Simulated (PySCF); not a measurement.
M06 on Ru⁻ (ruthenium, charge -1), [Kr] 4d7 5s2, high-spin 4F determinant. Calculation: PySCF 2.14, in aug-cc-pVTZ-PP with one added diffuse shell each of s, p, d, f, g type with ECP28MDF (7s7p6d4f3g, 113 functions); scalar relativity through the core potential.

```
cycle= 1 E= -94.5206467819444  delta_E= -0.0344  |g|= 0.0846  |ddm|= 1.28
cycle= 2 E= -94.5258621122493  delta_E= -0.00522  |g|= 0.0473  |ddm|= 0.695
cycle= 3 E= -94.526629825417  delta_E= -0.000768  |g|= 0.0222  |ddm|= 0.18
cycle= 4 E= -94.5268470249555  delta_E= -0.000217  |g|= 0.00936  |ddm|= 0.205
cycle= 5 E= -94.5268930915256  delta_E= -4.61e-05  |g|= 0.000824  |ddm|= 0.0534
cycle= 6 E= -94.5268750604738  delta_E= 1.8e-05  |g|= 0.00149  |ddm|= 0.124
cycle= 7 E= -94.5268994860698  delta_E= -2.44e-05  |g|= 0.000298  |ddm|= 0.0817
cycle= 8 E= -94.5268999936538  delta_E= -5.08e-07  |g|= 8.53e-05  |ddm|= 0.0217
cycle= 9 E= -94.5269000304804  delta_E= -3.68e-08  |g|= 2.8e-05  |ddm|= 0.00547
cycle= 10 E= -94.5269000322761  delta_E= -1.8e-09  |g|= 1.94e-05  |ddm|= 0.00085
cycle= 11 E= -94.5269000363728  delta_E= -4.1e-09  |g|= 3.04e-06  |ddm|= 0.000513
cycle= 12 E= -94.5269000364437  delta_E= -7.1e-11  |g|= 5.78e-07  |ddm|= 0.000254
converged SCF energy = -94.5269000364437  <S^2> = 3.7778522  2S+1 = 4.0139019
```

Highest occupied orbital energy: 0.613 eV; ⟨L²⟩ = 12.02; populations by l: s 4.00, p 6.00, d 7.00, f 0.00.

(1) Can this result be used?

Answers

(1) With care. The calculation finished and met its thresholds. Energies and moments cover only the electrons outside the core potential. At M06 the highest occupied level has a positive energy, so only the finite basis holds that electron; in a semilocal or global hybrid functional this comes from self-interaction and does not mean that the real anion is unbound.
